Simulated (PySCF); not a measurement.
## Correlation energy of Sc (scandium, neutral)

[Ar] 3d1 4s1 4p1, one real determinant (an excited configuration). Calculation: PySCF 2.14, in x2c-TZVPPall (6s5p4d2f1g, 64 functions); the spin-free X2C one-electron Hamiltonian (Gaussian nucleus). Frozen: [Ne]; 11 electrons correlated.

```csv
level,correlation energy (mhartree)
CCSD,-224.85
(T),-4.68
CCSD(T),-229.53
```

Diagnostics: T1 = 0.015, D1 = 0.0556, largest double amplitude 0.062.

Problem. Is a single reference adequate?

Solution. Yes: T1 lies below 0.03 and no double amplitude reaches 0.07.

The basis was made for the ground configuration and has no added diffuse functions, which can raise the energy of the promoted electron.

The reference is one real determinant that mixes LS terms of this configuration.

This basis was not built for core-valence correlation, so the inner-shell part is incomplete.
